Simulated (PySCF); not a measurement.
Isomers of C8H13NSi, one GFN2-xTB conformer each. Single-point energies are computed at PBE0/pcSseg-1 (PySCF, gas phase, no added dispersion term), electronic only.

| SMILES | GFN2-xTB relative energy (kJ/mol) |
| --- | --- |
| CC#C[C@]1(N2CC2)CC[SiH2]1 | 65.9 |
| CCC/C=C/C(C#N)=C/[SiH3] | 0.0 |

Conformers: `[CH3:1][C:2]#[C:3][C@:4]1([N:5]2[CH2:6][CH2:7]2)[CH2:8][CH2:9][SiH2:10]1` with C3–C4–N5–C6 -42°, C4–N5–C6–C7 111°, C3–C4–C8–C9 -140°, C4–C8–C9–Si10 15°, C8–C9–Si10–C4 -12°; `[CH3:1][CH2:2][CH2:3]/[CH:4]=[CH:5]/[C:6]([C:7]#[N:8])=[CH:9]/[SiH3:10]` with C1–C2–C3–C4 177°, C2–C3–C4–C5 117°, C4–C5–C6–C7 -2°.

Task: What does PBE0/pcSseg-1 give for the same structures?

Result: 
| SMILES | PBE0/pcSseg-1 E (Eh) | PBE0/pcSseg-1 (kJ/mol) | GFN2-xTB (kJ/mol) | point group |
| --- | --- | --- | --- | --- |
| CCC/C=C/C(C#N)=C/[SiH3] | -656.24031 | 0.0 | 0.0 | C1 |
| CC#C[C@]1(N2CC2)CC[SiH2]1 | -656.16584 | 195.5 | 65.9 | C1 |

Both levels put the same isomer lowest. As drawn, the lower has a C≡N group and a C=C bond outside aromatic rings, which the higher lacks; the higher has a three-membered ring, a four-membered ring and a C≡C bond, which the lower lacks.

Task: Which frontier levels, dipoles and rotational constants go with these structures?

Result: 
```
                   SMILES  HOMO (eV, PBE0/pcSseg-1)  LUMO (eV)  dipole (D)       A, B, C (MHz)
  CCC/C=C/C(C#N)=C/[SiH3]                     -7.14      -1.91        3.71  2998, 375.0, 345.4
CC#C[C@]1(N2CC2)CC[SiH2]1                     -6.48       0.26        1.24  1464, 882.5, 695.6
```
